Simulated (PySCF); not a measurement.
2,6-difluoropyridine, C₅H₃F₂N.
Numbering: `[F:1][c:2]1[cH:3][cH:4][cH:5][c:6]([F:7])[n:8]1` (hydrogens: H9 on C3; H10 on C4; H11 on C5)

Computed, not measured: PBE0-D3(BJ)/def2-SVP geometry optimisation, gas phase (PySCF 2.14.0).

Problem. List the bond lengths and angles at this level.

Solution. 
```
         bond  length (pm)
 F1–C2, C6–F7        132.2
 C2–C3, C5–C6        139.3
 C3–C4, C4–C5        139.3
 C2–N8, C6–N8        131.2
C3–H9, C5–H11        109.0
       C4–H10        109.2
```

Bonds in one row agree within 1 pm and their mean is given. A selection of angles:
```
    angle  degrees
 F1–C2–C3    119.0
 F1–C2–N8    116.2
 C3–C2–N8    124.8
 C2–C3–C4    116.5
 C2–C3–H9    120.6
 C4–C3–H9    122.9
 C3–C4–C5    120.0
C3–C4–H10    120.0
 C2–N8–C6    117.4
```

All 4 C–C bonds measure 1.392 to 1.393 Å. The 6-membered ring C2–C3–C4–C5–C6–N8 has internal angles of 116.5° to 124.8° (sum 720°, against 720° for a flat polygon); it is planar, 0.00 Å rms from its mean plane, widest ring torsion 0°. The 8 heavy atoms lie in one plane (0.000 Å rms).

Point group: C2v (tolerance 0.08 Å). No PBE0-D3(BJ)/def2-SVP frequencies stand behind this structure, so it isn't proved a minimum.
